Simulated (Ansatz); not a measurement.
Species: CH$_{5}$BNO$_{2}$ (charge -1, singlet). It need not be the lowest isomer of its formula. Whether it binds its extra electron was not tested at this geometry. 
Structure (B3LYP-D3(BJ)/def2-TZVP (Ansatz, a program for electronic structure) minimum search):
SMILES: CNB([O-])O
```xyz
10

C     -1.7874     0.0652    -0.6329
N     -0.6042    -0.6879    -0.3011
B      0.6581    -0.0990     0.2870
O      1.4337    -0.7503     1.0810
O      0.8956     1.2615    -0.1602
H     -2.2538     0.6149     0.2090
H     -1.5717     0.8176    -1.4036
H     -2.5675    -0.5799    -1.0601
H     -0.8247    -1.5495     0.1763
H      0.2471     1.5266    -0.8180
```
Charge -1, spin multiplicity 1.

Total electronic energies in hartree. Valence correlation only, unless marked. Spin-orbit coupling is left out. No relativistic terms. CBS marks a two-point X^-3 extrapolation of the correlation energy; Hartree-Fock from the larger set.

```tsv
level	program	energy (Eh)
HF/6-31G*	Ansatz	-269.73125
HF/cc-pVQZ	Ansatz	-269.87913
BLYP-D3(BJ)/def2-TZVPD	Ansatz + dftd3	-271.37069
LC-wPBE/def2-TZVPD	Ansatz	-271.26014
wB97M-V/def2-TZVPD	Ansatz	-271.33246
B2GP-PLYP-D4/def2-TZVPD	Ansatz + dftd4	-271.17854
B2GP-PLYP/def2-TZVPD	Ansatz	-271.17568
B2PLYP/def2-TZVPD	Ansatz	(withheld)
MP2/STO-3G	Ansatz	-266.26640
MP2/cc-pVTZ	Ansatz	-270.83805
MP2/cc-pVQZ	Ansatz	-270.93558
MP2/CBS(aug-cc-pVTZ,aug-cc-pVQZ)	Ansatz	-270.9950
CCSD/cc-pwCVTZ	Ansatz	-270.87333
CCSD/CBS(aug-cc-pVTZ,aug-cc-pVQZ)	Ansatz	-270.9930
CCSD(T)/CBS(aug-cc-pVTZ,aug-cc-pVQZ)	Ansatz	-271.0415
```

**Question.** What belongs in the gaps?

**Answer.** 
- B2PLYP/def2-TZVPD, energy (Eh): -271.22747
